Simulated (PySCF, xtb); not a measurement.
BH5Si, SMILES B[SiH3].

GFN2-xTB (xtb) at its own geometry gives an orbital gap of 2.55 eV and a dipole moment of 1.21 D.

The structure is a stationary point at B3LYP-D3(BJ)/def2-TZVP.

Problem. What does B3LYP/def2-TZVPD (PySCF) give? (An estimate is asked for; the answer gives what the named calculation found.)

Solution. gap 5.59 eV (levels -8.26 and -2.67 eV), dipole 0.36 D.
